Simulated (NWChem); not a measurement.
A series in which one site is exchanged, each optimised at PBE0/def2-SVP with NWChem, gas phase unless a solvent is named. All stand in one matching conformer (torsions within 35°), which need not be the lowest. 

A: NB(N)O (BN2H5O; site = B)
B: [NH2][Ga]([NH2])[OH] (GaN2H5O; site = Ga)
C: [NH2][Al]([NH2])[OH] (AlN₂H₅O; site = Al)

Values for A:

| Item | Result |
|---|---|
| dipole (D), PBE0/def2-SVP | 1.90 |
| orbital gap (eV), PBE0/def2-SVP | 8.03 |
| highest harmonic frequency (cm⁻¹), PBE0/def2-SVP | 3960 |
| static polarisability, PBE/def2-SVPD (bohr³) | 39.1 |
| lowest singlet excitation, PBE/def2-SVPD, TDA (eV) | 4.93 |

How do these values change for the other members?


```json
[
 {"change from A": "dipole (D), PBE0/def2-SVP", "B": "+0.29", "C": "-0.30"},
 {"change from A": "orbital gap (eV), PBE0/def2-SVP", "B": "-1.13", "C": "-1.06"},
 {"change from A": "highest harmonic frequency (cm⁻¹), PBE0/def2-SVP", "B": "-26", "C": "+53"},
 {"change from A": "static polarisability, PBE/def2-SVPD (bohr³)", "B": "+12.9", "C": "+9.9"},
 {"change from A": "lowest singlet excitation, PBE/def2-SVPD, TDA (eV)", "B": "-0.48", "C": "-0.42"}
]
```
